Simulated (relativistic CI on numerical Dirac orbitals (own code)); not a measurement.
Magnetism of Pt²⁺, 5d8, in a crystal field

Calculated by Dirac-Coulomb-Breit CI, orbitals from a KLI potential per configuration, model QED (radiative potential, 1s self-energy scaled to tabulated hydrogen-like ionisation energies), valence Slater integrals scaled by 0.9, one configuration in a parametric crystal field (own radial code). With so little scaling, terms lie 10 to 35 % too far apart, which can change the order of excited levels.

Field parameters in Wybourne normalisation: D3d B²₀ = −7Dσ, B⁴₀ = −14Dq − 21Dτ, B⁴₃ = −14√(10/7) Dq. The field is a parameter set, without covalency.

S is read from ⟨S²⟩ = S(S + 1).

Powder χT (cm³ K mol⁻¹) by Van Vleck's formula, with temperature-independent terms:

| Field | 2 K | 5 K | 10 K | 20 K | 50 K | 100 K | 200 K | 300 K |
| --- | --- | --- | --- | --- | --- | --- | --- | --- |
| D3d, 10Dq = 31550, Dσ = -1200, Dτ = 240 cm⁻¹ | 0.0911 | 0.228 | 0.455 | 0.867 | 1.34 | 1.45 | 1.49 | 1.5 |
| D3d, 10Dq = 31550, Dσ = -980, Dτ = 240 cm⁻¹ | 0.113 | 0.282 | 0.562 | 1.01 | 1.39 | 1.47 | 1.49 | 1.5 |
| D3d, 10Dq = 31550, Dσ = -760, Dτ = 240 cm⁻¹ | 0.146 | 0.366 | 0.719 | 1.16 | 1.43 | 1.48 | 1.49 | 1.5 |
| D3d, 10Dq = 31550, Dσ = -550, Dτ = 240 cm⁻¹ | 0.202 | 0.504 | 0.935 | 1.3 | 1.46 | 1.48 | 1.49 | 1.5 |
| D3d, 10Dq = 31550, Dσ = -330, Dτ = 240 cm⁻¹ | 0.325 | 0.79 | 1.21 | 1.41 | 1.48 | 1.49 | 1.49 | 1.5 |
| D3d, 10Dq = 31550, Dσ = -110, Dτ = 240 cm⁻¹ | 0.76 | 1.29 | 1.43 | 1.47 | 1.48 | 1.49 | 1.5 | 1.5 |
| D3d, 10Dq = 31550, Dσ = 110, Dτ = 240 cm⁻¹ | 1.4 | 1.47 | 1.48 | 1.48 | 1.49 | 1.49 | 1.5 | 1.5 |
| D3d, 10Dq = 31550, Dσ = 330, Dτ = 240 cm⁻¹ | 1 | 1.26 | 1.41 | 1.46 | 1.48 | 1.49 | 1.5 | 1.5 |

(1) For D3d, 10Dq = 31550, Dσ = -330, Dτ = 240 cm⁻¹: what effective moment follows at 300 K?

Results:

(1) μ_eff = √(8χT) = 3.47 μB. The ground level has S = 1.00; the spin-only moment for S = 1 is 2.83 μB. The difference comes from the orbital moment, spin-orbit mixing of terms and temperature-independent paramagnetism, all larger in this ionic model than in covalent complexes.
